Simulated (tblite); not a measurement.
Species: C5H4O3.
Structure used (GFN2-xTB), in Å, numbered top down from 1:
```
atom  x, y, z in Å
O1     1.844    1.848    0.685
C2     2.171    1.001   -0.083
O3     1.404   -0.001   -0.547
C4     0.122   -0.122   -0.143
C5    -0.721    0.534    0.679
C6    -1.805   -0.417    0.380
O7    -2.943   -0.569    0.705
C8    -0.852   -1.190   -0.573
H9     3.167    0.902   -0.541
H10   -0.636    1.402    1.303
H11   -1.137   -1.183   -1.624
H12   -0.612   -2.207   -0.267
```

Method: GFN2-xTB as coded in tblite; computed harmonic values from a numerical Hessian at the method's own geometry, unscaled. Against measured fundamentals such values can be off by several per cent, at times by over 20. One conformer, not necessarily the lowest.

Harmonic wavenumbers (cm⁻¹): 64.4, 101.2, 144.5, 260.2, 323.2, 505.8, 514.1, 542.5, 571.8, 763.1, 819.3, 838.1, 929.6, 951.4, 971.8, 1008.0, 1031.4, 1076.5, 1151.3, 1161.0, 1270.0, 1340.0, 1430.3, 1628.0, 1792.7, 1879.8, 2856.6, 3003.7, 3014.0, 3161.7.

A = 6449, B = 1246, C = 1051 MHz; mass 112.016 u (most abundant isotopes); point group Cs, symmetry number 1.

Zero-point energy?

Half the sum of the wavenumbers: 17553 cm⁻¹ = 50.19 kcal/mol.

What is S at 298.15 K and 1 bar for an ideal gas of classical rigid rotors and harmonic oscillators?

Translation 40.08, rotation 28.03, vibration 17.15: S = 85.3 cal/(mol K).

And Cp and H(298.15 K) − H(0)?

Cp = 27.05 cal/(mol K), of which vibrations give 19.10 (their classical limit is 30 R = 59.6); H(298.15 K) − H(0) = 5.13 kcal/mol without the zero-point energy, 2.76 from vibrations.

Blend soft modes into free rotors: weight 1/[1 + (100 cm⁻¹/ν̃)⁴] for the oscillator and the rest for a rotor with moment μB/(μ + B), μ = h/(8π²ν), B = 10⁻⁴⁴ kg m². What vibrational entropy results?

15.95 cal/(mol K) in place of 17.15, which changes −T·S at 298.15 K by +0.36 kcal/mol.

Which modes carry the vibrational entropy at 298.15 K?

64.4 cm⁻¹: 4.32; 101.2 cm⁻¹: 3.43; 144.5 cm⁻¹: 2.74; 260.2 cm⁻¹: 1.66; 323.2 cm⁻¹: 1.29; 505.8 cm⁻¹: 0.64 cal/(mol K); the other 24 give 3.06 together.

What must be added to the electronic energy to get the Gibbs energy at 298.15 K and 1 bar?

ZPE + [H(298.15 K) − H(0)] − T·S = 50.19 + 5.13 − 25.42 = 29.90 kcal/mol.

How do the functions run with temperature in this model?

```tsv
T (K)	S (cal/(mol K))	Cp (cal/(mol K))	H − H(0) (kcal/mol)	G − H(0) (kcal/mol)	ln q(vib)
150	70.6	17.1	1.87	-8.71	1.70
250	80.8	23.7	3.91	-16.30	3.23
400	94.2	33.7	8.23	-29.44	5.58
600	109.8	43.4	16.00	-49.87	8.75
900	129.2	52.0	30.44	-85.83	13.29
```

q(vib) and H(0) count from the zero-point level.

Hindered rotation and anharmonicity are outside this model. Other conformers, if any are populated, would add a mixing term that is left out.

Hardware: one thread of an Intel Xeon Platinum 8259CL at 2.50 GHz, shared host. Cost: 0.77 s wall. This covers the Hessian and the dipole derivatives.
